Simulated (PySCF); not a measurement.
**Pd: ionisation energy**

Pd [Kr] 4d10 (1S) → Pd⁺ [Kr] 4d9 (2D), as a difference of total energies. Calculation: PySCF 2.14, in def2-TZVP with the def2 core potential (28 electrons); scalar relativity through the core potential. Correlated levels: valence: 4s2 4p6 frozen. The calculations carry no spin-orbit coupling.

```
           method  ionisation energy (eV)  error (eV)
              UHF                   6.281      -2.231
            B3LYP                   8.574      +0.062
             PBE0                   8.359      -0.153
    MP2 (valence)                   7.982      -0.530
SCS-MP2 (valence)                   7.805      -0.707
```

Reference: 8.512 eV (measured; NIST levels, between the centres of gravity of the two terms).

Errors of the correlated levels include the incompleteness of this basis and the frozen core.
